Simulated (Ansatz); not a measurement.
Ga₁₂P₁₁H₃₂⁻, a nanocrystal cut from zinc blende GaP (hydrogen-capped). Total charge -1; singlet. Geometry PBE-D4/def2-SVP, basis def2-TZVP, Ansatz.

```xyz
55

P     3.166   -2.337    2.151
P     2.999    1.349   -2.924
P    -0.910    0.049   -3.738
P    -0.296   -3.752    1.489
P    -2.196   -2.592   -1.376
P     1.277   -1.235   -0.925
P     1.896    1.219    1.947
P    -0.091    2.436   -0.968
P    -1.586   -0.238    1.561
P    -3.544    0.899   -1.454
P    -2.587    3.406    1.671
Ga    3.483   -0.625   -1.604
Ga    1.702   -3.170    0.385
Ga    3.534   -0.133    3.105
Ga   -0.228   -1.978   -2.566
Ga    1.851    3.313   -2.065
Ga   -1.719    2.015   -2.580
Ga   -1.891   -4.631   -0.087
Ga   -0.794   -1.971    3.034
Ga   -3.218   -0.992    0.063
Ga    0.271    0.491    0.332
Ga   -0.744    4.311    0.380
Ga   -2.423    1.417    3.067
H     2.971   -3.222    3.258
H     4.471   -2.797    1.780
H     4.216    1.817   -3.520
H     2.375    0.914   -4.137
H    -1.847   -0.309   -4.761
H     0.147    0.482   -4.601
H     0.097   -4.885    2.277
H    -3.178   -2.905   -2.375
H     2.571    2.318    1.330
H     1.133    1.944    2.914
H    -4.503    0.533   -2.455
H    -4.327    1.916   -0.820
H    -3.741    3.311    0.828
H    -3.077    4.470    2.498
H     4.137   -1.716   -2.547
H     4.227   -0.090   -0.304
H     2.493   -4.295   -0.398
H     4.962    0.340    2.613
H     3.121   -0.202    4.628
H     0.254   -3.032   -3.640
H     1.415    4.190   -3.314
H     2.856    3.869   -0.968
H    -2.229    3.124   -3.581
H    -1.181   -5.708   -1.013
H    -3.271   -4.940    0.632
H    -1.935   -2.397    4.050
H     0.619   -1.455    3.576
H    -4.638   -1.433    0.594
H     0.388    4.582    1.457
H    -1.309    5.471   -0.545
H    -1.281    1.803    4.102
H    -3.890    1.051    3.543
```

```csv
run,HOMO (eV),LUMO (eV)
A,-6.56,4.10
B,-3.59,0.35
C,-4.32,0.97
D,-3.35,0.23
```

Single mean-field runs in def2-TZVP are fitted with def2-universal-jkfit.

Q: The runs used HF, PBE, PBE0, r2SCAN. Estimate which is which.

A: A HF (100 % exact exchange); B r2SCAN (0 % exact exchange); C PBE0 (25 % exact exchange); D PBE (0 % exact exchange). Exact exchange lowers occupied and raises empty levels; among semilocal functionals meta-GGAs tend to open the gap a little, and such runs are hard to tell apart. The gap grows from 3.58 eV (PBE) to 10.66 eV (HF).
